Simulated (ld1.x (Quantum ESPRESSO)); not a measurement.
## nitrogen: excitation energies, all-electron against ultrasoft

* Element: nitrogen (N)
* Generator: ld1.x (Quantum ESPRESSO) 7.5
* Type: ultrasoft
* Functional: PBEsol
* Relativity: non-relativistic
* Frozen core: [He]
* Valence charge: 5
* Reference configuration: 2s2 2p3
* Partial waves: 2s (bound): rcut 0.75, rcutus 0.90 bohr; 2s channel at 1.2 Ry: rcut 0.75, rcutus 0.90 bohr; 2p (bound): rcut 1.25, rcutus 1.65 bohr; 2p channel at 3.45 Ry: rcut 1.25, rcutus 1.65 bohr
* Local potential: all-electron potential smoothed inside 1.26 bohr (lloc = -1)
* Core correction: Bessel-smoothed model core inside 0.85 bohr
* Augmentation charge: built from norm-conserving waves at rcut, not smoothed further

Energies are relative to the spin-unpolarised reference configuration 2s2 2p3; without spin polarisation the order of configurations can differ from experiment.

(1) Give the all-electron excitation energy and the error of the potential for: 2s2 2p2; 2s2 2p1; 2s2 2p0; 2s1 2p3; 2s2 2p3.3; 2s1 2p0; 2s0 2p5.

Levels in the configuration 2s2 2p0:

```
level  all-electron (eV)  pseudo (eV)
   2s            -67.811      -67.655
```

A Bessel basis up to 400 Ry misses an occupied level by 0.33 Ry, so cutoffs and ghosts were not judged.

Results:

(1)

```csv
valence configuration,charge,ΔE all-electron (eV),error AE − PS (meV)
2s2 2p2,+1,13.527,-105
2s2 2p1,+2,42.269,-266
2s2 2p0,+3,89.156,+237
2s1 2p3,+1,25.208,-161
2s2 2p3.3,-0.3,-1.605,-6.9
2s1 2p0,+4,166.624,+446
2s0 2p5,0,22.836,+26
```
